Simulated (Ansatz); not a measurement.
Relaxed structures of CH₂SeSi, singlet (PBE0-D4/def2-TZVP; forces vanish, vibrations not checked; lower isomers may exist, and structures with a doubtful reference or unclear bonds are left out; Å). Computed with Ansatz 0.2.0 (basis: def2-TZVPP); correlated methods freeze the cores. Filled d shells of the heavier atoms are correlated. The def2 sets are not built for correlating such inner shells, so the correlated values are less sure here.

Task: Rank them by CCSD(T) energy, lowest first, and give each one's height above the lowest. Links in brackets join atoms within 1.22 times the sum of their covalent radii (1.1 for two metals). (Judge from chemistry; the value comes from the calculation.)
A.
CH₂SeSi ([Si][C][SeH2])
```
5
angstrom
C 0.1842 -0.0266 0.0454
Si 0.0156 -1.6565 -0.1063
Se 0.0479 1.7416 -0.0154
H 0.2262 2.2263 1.4004
H 1.4325 2.2605 -0.3068
```
B.
CH₂SeSi ([CH]1[Si][SeH]1)
```
5
angstrom
C -0.3341 -0.8044 0.1575
Si -1.7548 0.1468 0.0692
Se 0.5903 0.8618 0.5076
H 0.2340 -1.7218 0.1506
H 1.0573 1.2481 -0.8525
```
C.
CH₂SeSi ([CH]1[SiH][Se]1)
```
5
angstrom
C -0.7472 -0.6946 0.2012
Si 0.2902 -0.5075 -1.3054
Se -0.1719 0.9016 0.7635
H -1.4542 -1.3080 0.7519
H 1.3842 -1.3987 -0.7204
```

Result: Computed: B (0.00 kcal/mol), C (7.90 kcal/mol), A (55.18 kcal/mol). Heights count from the lowest.

The T1 diagnostic stays at or below 0.023. The restricted Hartree–Fock reference is unstable towards an unrestricted one at one or more of these structures.

For scale, one of the runs: CCSD(T)/def2-TZVPP, 149 basis functions, launched by `ansatz run in.yaml --threads 2 --pin off --events-out ev --progress --plain --max-ram 4352MiB`. The run took 34 s on 2 CPU threads of an Arm Neoverse V1 (shared host), with 0.91 GiB of host memory at its peak.
